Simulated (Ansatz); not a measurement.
`[F][Ge]([F])([I])[I]` + H–F → `[F][Ge]([F])([F])[I]` + HI at 600 K and 1 bar (ligand exchange at a Ge–I bond).

Calculated with Ansatz (gas phase, PBE0-D4/def2-TZVP geometries, no zero-point term in ΔE). CCSD(T)/CBS is the MP2 limit (def2-TZVPP, def2-QZVPP) plus CCSD(T) − MP2 in def2-TZVPP, frozen cores. This one scheme is used for every species. Elements past krypton have def2 core potentials. For Ge, I outer-core shells are correlated without core-valence functions, which leaves a few kJ/mol of doubt a bond. Scalar relativity is left out up to krypton.

| species | CCSD(T)/CBS energy (Eh) | H − E (kJ/mol) | S (J/(mol·K)) |
| --- | --- | --- | --- |
| `[F][Ge]([F])([I])[I]` | -2870.73070 | 68.0 | 452.0 |
| H–F | -100.39570 | 42.3 | 194.0 |
| `[F][Ge]([F])([F])[I]` | -2673.08048 | 69.4 | 413.7 |
| HI | -298.03592 | 31.6 | 227.0 |

H − E and S are ideal-gas, rigid-rotor, harmonic terms from PBE0-D4/def2-TZVP. 1 Eh = 2625.50 kJ/mol, R = 8.31446 J/(mol·K).

By hand: ΔE, ΔH, ΔS and ΔG.

ΔE = (-2673.08048) + (-298.03592) − (-2870.73070) − (-100.39570) = 0.01000 Eh = 26.3 kJ/mol. Δ(H − E) = 69.4 + 31.6 − 68.0 − 42.3 = -9.3, so ΔH = 17.0 kJ/mol. ΔS = 413.7 + 227.0 − 452.0 − 194.0 = -5.3 J/(mol·K). ΔG = 17.0 − 600 × (-5.3)/1000 = 20.2 kJ/mol.

By hand: the equilibrium constant, and the temperature at which ΔG would vanish if ΔH and ΔS stayed fixed.

log₁₀ K = −ΔG/(RT ln 10) = -1.8. ΔH and −TΔS have one sign here, so there is no such temperature.

The number of gas molecules stays the same, so ΔS is small and ΔH decides. A doubt of 5 kJ/mol in ΔE shifts log₁₀ K by 0.4 here. These are equilibria of isolated gas molecules and say nothing of rates. Largest T1 diagnostic: 0.011 (customary marks: 0.02 for closed shells, 0.045 for open ones).

ΔS is within the doubt of such terms, so its sign, and with it that verdict, could turn.
